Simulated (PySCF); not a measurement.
SMILES [Zn]([NH2])[Br] (H2BrNZn), singlet, CAM-B3LYP/def2-SVP optimised geometry.

```
5

Zn     0.04     0.05     0.00
Br     2.27     0.05     0.00
N     -1.76     0.17     0.00
H     -2.27    -0.11     0.84
H     -2.27    -0.17    -0.81
```

Density from CAM-B3LYP/def2-TZVP (PySCF) at that geometry.

Minimum of the electron density along straight lines between bonded atoms, close to the bond critical point (lines longer than 1.1 times the sum of covalent radii, or with two minima, are not listed):

```csv
bond,length / Å,ρ at the minimum / e bohr⁻³,∇²ρ there / e bohr⁻⁵,position (fraction from the first atom)
Zn1–Br2,2.231,___,___,0.45
Zn1–N3,1.805,0.139,___,0.49
N3–H4,1.016,0.329,-1.54,0.73
N3–H5,1.016,0.329,-1.54,0.73
```

What belongs in the gaps?


- Zn1–Br2, ρ at the minimum / e bohr⁻³: 0.090
- Zn1–Br2, ∇²ρ there / e bohr⁻⁵: 0.22
- Zn1–N3, ∇²ρ there / e bohr⁻⁵: 0.54
